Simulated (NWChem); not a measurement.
System meant: CH₃OS, doublet; SMILES C[S]=O

NWChem input:

```
start job
memory heap 200 mb stack 900 mb global 1100 mb
geometry units angstroms noautoz
  C      0.339292     1.400087     0.000000
  S     -0.517496    -0.217034     0.000000
  O      0.580186    -1.286042     0.000000
  H      0.962827     1.486335     0.894279
  H     -0.423725     2.185369     0.000000
  H      0.962827     1.486335    -0.894279
end
basis spherical
  C library def2-svp
  S library def2-svp
  O library def2-svp
  H library def2-svp
end
dft
  odft
  mult 3
  xc pbe0
  iterations 150
  mulliken
end
task dft energy
```

End of the output:

```
 Summary of "ao basis" -> "" (spherical)
 ------------------------------------------------------------------------------
       Tag                 Description            Shells   Functions and Types
 ---------------- ------------------------------  ------  ---------------------
 C                          def2-svp                 6       14   3s2p1d
 S                          def2-svp                 8       18   4s3p1d
 O                          def2-svp                 6       14   3s2p1d
 H                          def2-svp                 3        5   2s1p

                                 NWChem DFT Module
                                 -----------------

 Summary of "ao basis" -> "ao basis" (spherical)
 ------------------------------------------------------------------------------
       Tag                 Description            Shells   Functions and Types
 ---------------- ------------------------------  ------  ---------------------
 C                          def2-svp                 6       14   3s2p1d
 S                          def2-svp                 8       18   4s3p1d
 O                          def2-svp                 6       14   3s2p1d
 H                          def2-svp                 3        5   2s1p

      Symmetry analysis of basis
      --------------------------

        a'         42
        a"         19

  number of electrons :                   33
  multiplicity        :                    3
 ------------------------------------------------------------------------
  no. of electrons and multiplicity not compatible                  33
 ------------------------------------------------------------------------
 ------------------------------------------------------------------------
  current input line :
    24: task dft energy
 ------------------------------------------------------------------------
 ------------------------------------------------------------------------
 There is an error in the input file
 ------------------------------------------------------------------------
 For more information see the NWChem manual at https://nwchemgit.github.io

0: no. of electrons and multiplicity not compatible:Received an Error in Communication
```

**Question.** Can this run be used? If not, why, and what is the fix?

**Answer.** The program refused the input. Cause: the multiplicity doesn't fit the number of electrons (an even count wants an odd multiplicity, and the reverse). This input runs:
```
start job
memory heap 200 mb stack 900 mb global 1100 mb
geometry units angstroms noautoz
  C      0.339292     1.400087     0.000000
  S     -0.517496    -0.217034     0.000000
  O      0.580186    -1.286042     0.000000
  H      0.962827     1.486335     0.894279
  H     -0.423725     2.185369     0.000000
  H      0.962827     1.486335    -0.894279
end
basis spherical
  C library def2-svp
  S library def2-svp
  O library def2-svp
  H library def2-svp
end
dft
  odft
  mult 2
  xc pbe0
  iterations 150
  mulliken
end
task dft energy
```
It converges to -512.78963 Ha (PBE0/def2-SVP, spin-unrestricted).
